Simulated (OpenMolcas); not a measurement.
Au⁷⁺.

* Program: OpenMolcas 26.06
* Basis: ANO-RCC-VQZP [9s8p6d4f2g1h]
* Scalar Hamiltonian: DKH2, point nucleus
* Active space: 10 electrons in 8 orbitals (RAS1 5p, at most 2 holes; RAS2 5d)
* State averaging: 2S+1 = 5 even, 5 roots; 2S+1 = 3 even, 45 roots; 2S+1 = 1 even, 50 roots
* Spin-orbit coupling: state interaction with AMFI integrals over the reference wave functions, term energies averaged over their components

Two sets of levels on these reference wave functions, in eV above 5d⁴ ⁵D₁: one from RASSCF and one from MS-RASPT2, IPEA 0.25 Eh, imaginary shift 0.1 Eh (closed shells correlated: 5s).

```csv
Level,Set 1,Set 2
5d⁴ ⁵D₁,0.0000,0.0000
5d⁴ ⁵D₂,0.873,0.890
5d⁴ ⁵D₃,1.444,1.499
5d⁴ ³G₃ [60 %],3.557,3.886
5d⁴ ³F₂(1) [54 %],3.662,3.942
5d⁴ ³P₁(1) [67 %],4.013,4.191
5d⁴ ³H₅ [74 %],3.938,4.337
5d⁴ ³H₆ [66 %],4.342,4.811
5d⁴ ³G₄ [65 %],4.820,5.217
5d⁴ ³G₅ [74 %],6.461,6.865
5d⁴ ³D₁,6.608,6.964
5d⁴ ¹I₆ [66 %],6.736,7.288
5d⁴ ¹S₀(1) [66 %],7.633,7.890
5d⁴ ¹F₃ [53 %],7.955,8.526
5d⁴ ³F₃(2) [73 %],9.532,10.136
5d⁴ ³P₁(2),9.608,10.185
```

Q: Which set is which?

A: Set 1 is MS-RASPT2. Its levels of the other terms of 5d⁴ lie at 0.90 to 0.97 of the other set's values, as expected, since terms of lower spin or lower L gain more correlation energy than the Hund ground term.

CASPT2 does not keep the components of a term degenerate, so their means are used; among the terms shown or strongly mixed into the levels shown the widest spread is 1200 cm-1 (5d⁴ ¹I, MS-RASPT2). Active for correlation alone: 5p; no level in the range computed is led by a configuration that opens it, so any true level of that kind is missing. Without dynamic correlation excited terms often stand tens of per cent too high (terms of higher spin than the ground term too low), and those without a measured partner can miss by more than the paired ones (holds for RASSCF). The CASPT2 spread within a term exceeds the gap to the next term for 5d⁴ ¹I and 5d⁴ ³D, 5d⁴ ³P(2) and 5d⁴ ³F(2), so the order of their levels is uncertain, and so are names and mixing where such terms share a J (holds for MS-RASPT2). Levels of configurations outside the active space are missing. Levels that lie high or do not pair safely by name in every column are left out.

A share in square brackets marks a mixed level and gives the weight of the term that names it, the lowest over the columns. A number in round brackets counts repeated terms of one configuration in the order of the reference energies.
